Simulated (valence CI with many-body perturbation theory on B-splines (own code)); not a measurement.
# Te31+ in brief

Level of theory: relativistic CI+MBPT: three valence electrons over a frozen Dirac-Fock core [Ar], radial functions for each j: 7 s, 7 p, 8 d, 6 f, 4 g, 1 h, with the one-electron correlation potential Σ1, the two-electron term Σ2, the three-electron term Σ3, Breit, model QED; selected CI, second order for the rest, scaled by the run's own slope (own B-spline code, finite nucleus).

No measured spectrum was set against this ion. As an estimate, large intervals hold to a few tenths of a per cent, small ones and those within an open d or f shell to about a per cent. Only levels of the ground parity were solved; by the run's estimate the other parity begins above the list, which can be wrong where configurations are misplaced.

Levels are named by their leading jj configuration (3d3/2^4 stands for four electrons in 3d with j = 3/2), which in mixed levels can hold well under half, so a name can repeat and another be missing.

Rates and lifetimes use the calculated energies. Strong lines usually hold to 10 to 20 %, long lifetimes can be off by a factor of two.

Problem. What is the ground level?

Solution. (3d3/2^3) J=3/2, composition 69 % 3d3 4F + 24 % 3d3 2D + 5 % 3d3 2P, g = 0.561.

Problem. How well does LS coupling describe the low levels?

Solution. Among the lowest 19 levels the leading LS term, summed over configurations, holds 70 % on average. For single configurations the figures are 70 % in LS and 83 % in jj coupling. Terms mix most in the J = 9/2 level at 15.300 eV, where the leading one holds 42 %.

Problem. What is the ionisation energy?

Solution. 1889.2 eV; NIST lists 1889 ± 4 eV (theoretical).
